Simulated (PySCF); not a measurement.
**[Tm(SH)3]− at several levels of theory**

Computed with PySCF 2.14.0 (density fitting, no spin-orbit coupling) at the geometry relaxed with PBE0:

```xyz
7
[Tm(SH)3]− (singlet in the valence; each metal's 4f electrons, 13 of them, lie in its core potential, out of spins and levels)
Tm    0.0000    0.0000    0.5823
S     2.7367    0.5231    0.5836
H     3.0344   -0.7980    0.5961
S    -1.8213    2.1085    0.5836
H    -0.8261    3.0268    0.5961
S    -0.9154   -2.6316    0.5836
H    -2.2082   -2.2288    0.5961
```

| level | basis | state | HOMO (eV) | gap (eV) | charge on Tm1 (e) | population of f-type functions on Tm1 (polarisation alone where 4f lies in the core) | dipole about the centre of mass (D) | largest force component (eV/Å) |
| --- | --- | --- | --- | --- | --- | --- | --- | --- |
| PBE0 | Tm lcecp-0-SVP with ECP59, S def2-SVP, H def2-SVP | singlet | – | – | 0.34 | 0.01 | 0.01 | 0.00 |
| wB97X | the same | singlet | – | – | 0.37 | 0.01 | 0.01 | 0.12 |
| PBE0 | Tm lcecp-0-TZVP with ECP59, S def2-TZVP, H def2-TZVP | singlet | – | – | 0.97 | 0.01 | 0.00 | 0.22 |

In the lcecp rows the 4f levels are missing from HOMO and gap, and the state counts the valence alone.

Charges are Mulliken's, which hang on the basis. The relaxation used the grid (50, 194), these runs (75, 302) or, all-electron (x2c bases, spin-free X2C Hamiltonian), (99, 590).

**Question.** What does revPBE with Tm lcecp-0-SVP with ECP59, S def2-SVP, H def2-SVP give here?

**Answer.** state singlet, charge on Tm1 (e) 0.23, population of f-type functions on Tm1 (polarisation alone where 4f lies in the core) 0.01, dipole about the centre of mass (D) 0.01, largest force component (eV/Å) 0.32. Time: 8.4 s on 2 threads of Arm Neoverse V1 (shared host), from an already converged density.

An lcecp potential fixes the number of 4f electrons, so in runs with it no electron can move into or out of that shell.
